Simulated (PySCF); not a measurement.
HfF3, SMILES [F][Hf+]([F])[F], charge +1, multiplicity 1. The structure is a stationary point at PBE0-D3(BJ)/def2-TZVP. The spin state was assumed, not searched. The isomer is the one that the SMILES or the coordinates give; other isomers of the formula were not compared. The def2 effective core potentials stand for the cores of Hf; spin–orbit coupling is left out.

Computed with PBE0-D3(BJ)/def2-TZVP (PySCF).

Harmonic wavenumbers (cm⁻¹): 135, 182, 182, 732, 732, 757. Rotational constants (GHz): 4.930, 4.930, 2.975; symmetry number 3.

Problem. Work out the zero-point energy and the ideal-gas rigid-rotor harmonic-oscillator thermochemistry at 298.15 K and 1 atm.

Solution. ZPE = ½ Σ hcν = ½ × 2718 cm⁻¹ = 16.26 kJ/mol. H − E(el) = 31.80 kJ/mol. Entropy in J/(mol K): translation 176.86, rotation 99.23, vibration 34.65, total 310.75. G − E(el) = -60.85 kJ/mol. Cp = 66.36 J/(mol K). Modes under 150 cm⁻¹ make the vibrational entropy uncertain.
